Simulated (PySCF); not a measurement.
```xyz
4
charge 0 multiplicity 1, angstrom
Te    0.0000    0.0000    0.0000
O    -0.0008    0.0000    1.7729
O     1.5357    0.0000   -0.8858
O    -1.5350    0.0000   -0.8871
```

Level of theory: PBE0/[Te def2-TZVP with ECP28, O def2-TZVP], scalar-relativistic core potentials, density fitting, no spin–orbit coupling, PySCF.

This geometry of TeO3 is a stationary point at this level.

Task: What is the point group?

Result: D3h.

Task: Is it a minimum?

Result: Yes: all harmonic wavenumbers are real.

Task: Give the atomic charges and bond orders.

Result: 
| atom | Mulliken | Löwdin | polar tensor | Mayer order to Te1 |
| --- | --- | --- | --- | --- |
| Te1 | 1.46 | 1.28 | 1.62 | – |
| O2,3,4 | -0.49 | -0.43 | -0.54 | 1.71 |

Task: What is the atomisation energy, with and without zero-point energy?

Result: 926 kJ/mol without, 906 kJ/mol with.
